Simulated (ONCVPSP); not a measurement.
**Building the ONCV potential for oxygen (O) (BLYP, scalar-relativistic).**

| Item | Value |
| --- | --- |
| Element | O |
| Generator | ONCVPSP 4.0.1 |
| Type | optimised norm-conserving Vanderbilt (ONCV) |
| Functional | BLYP |
| Relativity | scalar-relativistic |
| Frozen core | [He] |
| Valence charge | 6 |
| Reference configuration | 2s2 2p4 |
| Partial waves | 2s: rc 0.75 bohr, ncon 3, nbas 8, qcut 10.3 1/bohr, local; 2p: rc 1.25 bohr, ncon 5, nbas 8, qcut 10.2 1/bohr, 2 projectors, debl 2.5 Ha; d scattering state at 0.21 Ha: rc 1.15 bohr, ncon 4, nbas 8, qcut 7.6 1/bohr, 3 projectors, debl 2.5 Ha |
| Local potential | the s channel |
| Core correction | Teter function, fcfact 4.25, rcfact 1.7 |

All-electron outer shells of the reference configuration (BLYP, scalar-relativistic, ld1.x):

| shell | level (eV) | outermost node (bohr) | outermost maximum (bohr) |
| --- | --- | --- | --- |
| 1s | -515.45 | – | 0.13 |
| 2s | -23.83 | 0.28 | 0.87 |
| 2p | -9.02 | – | 0.82 |

Task: Does the generator finish with these settings?

Result: Yes, a potential is produced and its reference levels are reproduced.

Task: Estimate the cutoffs (Ha) at which the residual kinetic energy of the hardest occupied pseudo-wave falls to 1 and 0.1 mHa per electron.

Result: 42 Ha and 53 Ha.

Task: Does the potential have ghost states?

Result: No bound ghost flagged; GHOST(+) flagged for d at 595.0 eV.

Task: Tests: 2s2 2p3; 2s2 2p2; 2s2 2p1; 2s0 2p6. Which has the largest error in its energy relative to the reference configuration, and how large is it?

Result: 2s2 2p1, with +241 meV (all-electron minus pseudo) on +103.97 eV.
